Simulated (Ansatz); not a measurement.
Total energies of H6O4SiTi, SMILES `[OH][Ti]([OH])([OH])[O][SiH3]`.

Cartesian coordinates in Å:
```
O 0.242 1.074 2.044
Ti -0.027 -0.310 0.932
O -1.612 -1.070 1.301
O 1.280 -1.520 1.167
O -0.016 0.270 -0.771
Si 0.044 0.781 -2.319
H 0.939 1.242 2.680
H -2.280 -0.844 1.949
H 1.244 -2.443 1.419
H 1.170 0.119 -3.030
H 0.245 2.254 -2.359
H -1.229 0.447 -3.012
```

Total charge 0; spin multiplicity 1. Correlated methods include outer-core shells of Ti, which these sets cover unevenly. Scalar relativity is left out up to krypton. The geometry is a stationary point of PBE0-D4/def2-TZVP. It is one conformer, not always the lowest. Basis def2-TZVPP, Ansatz 0.2.0.

RPA on PBE orbitals: Hartree–Fock energy of these orbitals -1440.55751 Eh, correlation -2.38026 Eh (frozen core).

| functional | energy without D4 (Eh) | D4 term (kJ/mol) |
| --- | --- | --- |
| PBE | -1443.20683 | -26.4 |
| revPBE | -1443.63293 | -71.5 |
| r2SCAN | -1443.69825 | -6.8 |
| B97M-V | -1443.50973 | – |
| PBE0 | -1443.23190 | -22.7 |
| B3LYP | -1443.93343 | -42.3 |
| r2SCANh | -1443.65782 | -7.3 |
| BHLYP | -1443.69155 | -34.3 |
| LC-ωPBE | -1443.43126 | – |
| PBE-QIDH | -1442.99564 | – |

(1) Give the same for LDA (SPW92), BLYP, r2SCAN0, HSE06 (plane-wave form), CAM-B3LYP, ωB97X-V, ωB97M-V, B2PLYP. (Estimate.)

B3LYP takes the VWN-RPA correlation (the form of Gaussian; ORCA's B3LYP/G). HSE06 is the plane-wave form, built on full-range PBE exchange. The double hybrids freeze the cores in their second-order part.

Results:

(1) Computed: 
| functional | energy without D4 (Eh) | D4 term (kJ/mol) |
| --- | --- | --- |
| LDA (SPW92) | -1438.53686 | – |
| BLYP | -1443.88276 | -56.1 |
| r2SCAN0 | -1443.60066 | -8.1 |
| HSE06 (plane-wave form) | -1443.20353 | -21.3 |
| CAM-B3LYP | -1443.83252 | -23.3 |
| ωB97X-V | -1443.60588 | – |
| ωB97M-V | -1443.70468 | – |
| B2PLYP | -1443.41667 | – |

LC-ωPBE has ω = 0.4 bohr⁻¹.
